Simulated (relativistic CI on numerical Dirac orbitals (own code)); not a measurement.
# Er3+: M4,5 absorption edge

Computed with this model: Dirac-Coulomb-Breit CI, orbitals from a KLI potential per configuration, model QED, multiplet model of core-to-valence dipole absorption, unscaled Slater integrals; configurations [Xe] 4f11 → [Ar] 3d9 4s2 4p6 4d10 4f12 5s2 5p6; 300 K; Lorentzian 0.9 eV and Gaussian 0.4 eV FWHM. Energies are those of the free ion, without screening or charge transfer. The branching ratio is the share of the lower-energy edge in the whole absorption, uncertain by about 0.02 where the edges overlap. S is read from ⟨S²⟩ = S(S + 1).

Computed curve for free ion, scaled to 100 at the maximum (points under 2 are left out and the grid is thinned):

(Energy (eV), Intensity): (1402.3, 2.0), (1402.6, 2.4), (1402.8, 2.7), (1403.1, 3.3), (1403.3, 3.8), (1403.6, 5.0), (1403.9, 6.9), (1404.1, 8.9), (1404.4, 13.4), (1404.6, 16.8), (1404.9, 23.4), (1405.2, 36.8), (1405.4, 49.6), (1405.7, 58.1), (1406.0, 43.3), (1406.2, 31.7), (1406.5, 21.7), (1406.7, 19.4), (1407.0, 20.5), (1407.3, 25.6), (1407.5, 30.5), (1407.8, 43.7), (1408.0, 60.7), (1408.3, 93.1), (1408.6, 95.0), (1408.8, 73.9), (1409.1, 42.3), (1409.3, 29.6), (1409.6, 19.6), (1409.9, 14.9), (1410.1, 13.6), (1410.4, 14.5), (1410.7, 19.4), (1410.9, 23.8), (1411.2, 24.7), (1411.4, 20.0), (1411.7, 12.3), (1412.0, 7.9), (1412.2, 6.5), (1412.5, 5.6), (1412.7, 5.7), (1413.0, 6.3), (1413.3, 6.6), (1413.5, 6.1), (1413.8, 4.4), (1414.0, 3.4), (1414.3, 2.4), (1447.9, 2.6), (1448.1, 3.7), (1448.4, 6.0), (1448.7, 8.8), (1448.9, 10.5), (1449.2, 10.4), (1449.4, 8.3), (1449.7, 5.6), (1450.0, 4.9), (1450.2, 5.1), (1450.5, 4.7), (1450.7, 3.7), (1451.0, 2.2)

The ground state has S = 1.48, and the centroid lies at 1411.19 eV.
